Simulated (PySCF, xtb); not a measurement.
CH3F3O3Si, SMILES O[Si](O)(O)C(F)(F)F.

GFN2-xTB (xtb) at its own geometry gives an orbital gap of 8.34 eV and a dipole moment of 3.04 D.

The structure is a stationary point at PBE0-D3(BJ)/def2-SVP. Other conformers were not sampled.

### Question
What does M06-2X/def2-TZVP (PySCF) give? (An estimate is asked for; the answer gives what the named calculation found.)

### Answer
gap 11.65 eV (levels -10.77 and 0.88 eV), dipole 0.61 D.
